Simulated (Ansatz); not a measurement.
Si(F)(Cl)(Br)(NH2) (BrClFH2NSi), SMILES N[Si](F)(Cl)Br.

Geometry optimised at ωB97X-D3(BJ)/def2-SVP. The structure was generated by enumeration, and PubChem lists no compound with its InChIKey, so it may never have been made. The values are those of a single conformer.

Two levels are set side by side: PBE/def2-SVPD (Ansatz, an electronic-structure program) and PBE0/def2-SVPD (Ansatz). Energy differences of separate SCF runs at the same geometry; the states with an electron removed or added have multiplicity 2 and 2. Differences are taken from unrounded values.

| quantity | PBE |
|---|---|
| vertical ionisation energy (eV) | 10.13 |
| vertical singlet–triplet gap (eV) | 6.02 |

Q: These are the PBE values. What does PBE0 give? (The exact figures need the calculation; the answer reports its results.)

A: 
| quantity | PBE0 | PBE minus PBE0 |
|---|---|---|
| vertical ionisation energy (eV) | 10.59 | -0.46 |
| vertical singlet–triplet gap (eV) | 6.60 | -0.58 |
